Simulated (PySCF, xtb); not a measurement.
C₃H₆AlFO, SMILES C=C[CH2][Al]([OH])[F].

GFN2-xTB (xtb 6.7.1) at its own geometry gives an orbital gap of 3.62 eV and a dipole moment of 2.28 D.

Coordinates come from a B3LYP-D3(BJ)/def2-SVP optimisation. Other conformers were not sampled.

Problem. What does ωB97X/def2-TZVP (PySCF) give? (Estimate from the structure and the level; the computed values follow.)

Solution. gap 10.73 eV (levels -9.28 and 1.45 eV), dipole 0.87 D.
